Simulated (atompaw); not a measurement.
## Which change was made? (O, PAW (atompaw))

```json
{"Element": "oxygen", "Generator": "atompaw 4.2.0.5", "Type": "PAW", "Functional": "LDA (PW92)", "Relativity": "scalar-relativistic", "Frozen core": "[He]", "Valence charge": "6", "Reference configuration": "2s2 2p2.5 (charge +1.5)", "Partial waves": "2s (bound): rc 1.80 bohr; 2s channel at -3.25 Ry: rc 1.80 bohr; 2p (bound): rc 1.80 bohr; 2p channel at -0.5 Ry: rc 1.80 bohr; 3d channel at 0.05 Ry: rc 1.80 bohr", "Local potential": "vpsmatchnc scheme with l = 3 at 0 Ry, radius 1.65 bohr", "Core correction": "smooth core density matched at 1.70 bohr", "Augmentation charge": "besselshape compensation charge, radius 1.75 bohr; PAW radius 1.80 bohr; waves and projectors: custom polynom2 7 10 vanderbiltortho"}
```

Cutoffs, loose and tight: the cutoffs (Ry, on a coarse ladder) from which the occupation-weighted sum of valence levels, in a spherical-Bessel basis at the reference potential, stays within 10 and 1 mRy of its value at 400 Ry. They see the waves, projectors and local potential, not the compensation charge or the core.

The base gives: outcome: generated; cutoff, loose: 21 Ry; cutoff, tight: 25 Ry; bound ghosts: none.

Task: After one change the result is: outcome: generated; cutoff, loose: 18 Ry; cutoff, tight: 21 Ry; bound ghosts: s. Which change was it?
A. all radii scaled by about 0.76 (s 1.36, p 1.36, d 1.36 bohr); local potential vpsmatchnc scheme with l = 3 at 0 Ry, radius 1.24 bohr; augmentation besselshape compensation charge, radius 1.32 bohr; PAW radius 1.36 bohr; waves and projectors: custom polynom2 7 10 vanderbiltortho; core correction smooth core density matched at 1.28 bohr
B. all radii scaled by about 1.29 (s 2.32, p 2.32, d 2.32 bohr); local potential vpsmatchnc scheme with l = 3 at 0 Ry, radius 2.14 bohr; augmentation besselshape compensation charge, radius 2.26 bohr; PAW radius 2.32 bohr; waves and projectors: custom polynom2 7 10 vanderbiltortho; core correction smooth core density matched at 2.20 bohr
C. all radii scaled by about 1.09 (s 1.96, p 1.96, d 1.96 bohr); local potential vpsmatchnc scheme with l = 3 at 0 Ry, radius 1.80 bohr; augmentation besselshape compensation charge, radius 1.90 bohr; PAW radius 1.96 bohr; waves and projectors: custom polynom2 7 10 vanderbiltortho; core correction smooth core density matched at 1.84 bohr

Result: C. The others give: all radii scaled by about 0.76 (s 1.36, p 1.36, d 1.36 bohr); local potential vpsmatchnc scheme with l = 3 at 0 Ry, radius 1.24 bohr; augmentation besselshape compensation charge, radius 1.32 bohr; PAW radius 1.36 bohr; waves and projectors: custom polynom2 7 10 vanderbiltortho; core correction smooth core density matched at 1.28 bohr → outcome: generated; cutoff, loose: 25 Ry; cutoff, tight: 180 Ry; bound ghosts: none | all radii scaled by about 1.29 (s 2.32, p 2.32, d 2.32 bohr); local potential vpsmatchnc scheme with l = 3 at 0 Ry, radius 2.14 bohr; augmentation besselshape compensation charge, radius 2.26 bohr; PAW radius 2.32 bohr; waves and projectors: custom polynom2 7 10 vanderbiltortho; core correction smooth core density matched at 2.20 bohr → outcome: generated; cutoff, loose: 15 Ry; cutoff, tight: 21 Ry; bound ghosts: none.
